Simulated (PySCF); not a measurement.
C4H7BFN, SMILES FB(NC)C=C=C.

Geometry optimised at r2SCAN-D4/def2-SVP. The structure was generated by enumeration, and PubChem lists no compound with its InChIKey, so it may never have been made. Other conformers were not sampled.

Two levels are set side by side: TDA-PBE/def2-SVPD (PySCF) and TDA-LC-ωPBE/def2-SVPD (PySCF). Vertical, same geometry. The lowest singlet is HOMO−1→LUMO 95 % with PBE and HOMO−1→LUMO 94 % with the other functional; states are paired by order. Differences are taken from unrounded values.

| quantity | TDA-LC-ωPBE |
|---|---|
| lowest singlet excitation (eV) | 5.62 |
| lowest triplet excitation (TDA) (eV) | 4.07 |
| first bright state (f over 0.05) (eV) | 6.76 |
| its oscillator strength | 0.40 |

Problem. What does TDA-PBE give, and how far is it from TDA-LC-ωPBE? (An estimate is asked for; the answer gives what the named calculation found.)

Solution. 
| quantity | TDA-PBE | TDA-PBE minus TDA-LC-ωPBE |
|---|---|---|
| lowest singlet excitation (eV) | 5.01 | -0.60 |
| lowest triplet excitation (TDA) (eV) | 3.92 | -0.16 |
| first bright state (f over 0.05) (eV) | 5.12 | -1.64 |
| its oscillator strength | 0.15 | -0.25 |

A lower first singlet is the usual sign of a functional without exact exchange. Differences between two approximate levels are no errors against the true value.

Rough cost on one machine, each run with all the roots and properties that it gave: TDA-LC-ωPBE against TDA-PBE about 3 times.
